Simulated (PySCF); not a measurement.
C6H10. Atoms are numbered in the order given.

```xyz
16

C      2.6520     0.0000    -0.8733
C      2.0701     0.0000     0.5485
C      0.6065     0.0000     0.5755
C     -0.6065     0.0000     0.5755
C     -2.0701     0.0000     0.5485
C     -2.6520     0.0000    -0.8733
H      2.3220     0.8891    -1.4322
H      3.7528     0.0000    -0.8426
H      2.3220    -0.8891    -1.4322
H      2.4437     0.8805     1.1014
H      2.4437    -0.8805     1.1014
H     -2.4437     0.8805     1.1014
H     -2.4437    -0.8805     1.1014
H     -2.3220    -0.8891    -1.4322
H     -3.7528     0.0000    -0.8426
H     -2.3220     0.8891    -1.4322
```
Charge 0, spin multiplicity 1.

The structure is a stationary point at B3LYP-D3(BJ)/def2-SVP.

Method: PySCF with SMD-B3LYP/def2-SVP.

Solvation free energies are E(SMD) − E(gas) at the gas-phase geometry, for 1 M in both phases. In vacuum the dipole moment is 0.12 D.

### Question
Rank water, acetonitrile, tetrahydrofuran by solvation free energy, most negative first.

### Answer
acetonitrile (-4.9 kcal/mol), tetrahydrofuran (-4.5 kcal/mol), water (0.4 kcal/mol)
